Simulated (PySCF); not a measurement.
Ga(F)2(SeH) (F2GaHSe), SMILES [F][Ga]([F])[SeH]. Atoms are numbered in the order given.

```xyz
5

Ga     0.0023    -0.7597     0.0000
F      1.4585    -1.7247     0.0000
F     -1.4899    -1.6714     0.0000
Se     0.0483     1.5452     0.0000
H     -1.4290     1.5783     0.0000
```
Charge 0, spin multiplicity 1.

Coordinates come from a B3LYP-D3(BJ)/def2-SVP optimisation. One conformer was computed; it need not be the lowest.

Method: PySCF 2.14.0 with IEF-PCM-B3LYP/def2-SVP.

The values are the electrostatic part of the solvation free energy, E(continuum) − E(gas) at the gas-phase geometry, in a cavity of scaled van der Waals radii (PySCF's table); cavitation and dispersion terms are not included. A continuum can't describe solvent molecules that bind to the metal. In vacuum the orbital gap is 5.74 eV. The dipole moment in vacuum is 2.48 D.

```json
[
 {"solvent": "water", "ε": "78.36", "ΔG(elec) (kcal/mol)": "-7.2", "dipole (D)": "2.89", "gap (eV)": "5.65"},
 {"solvent": "ethylethanoate", "ε": "5.99", "ΔG(elec) (kcal/mol)": "-5.6", "dipole (D)": "2.81", "gap (eV)": "5.66"},
 {"solvent": "methanol", "ε": "32.61", "ΔG(elec) (kcal/mol)": "-7.0", "dipole (D)": "2.88", "gap (eV)": "5.65"}
]
```
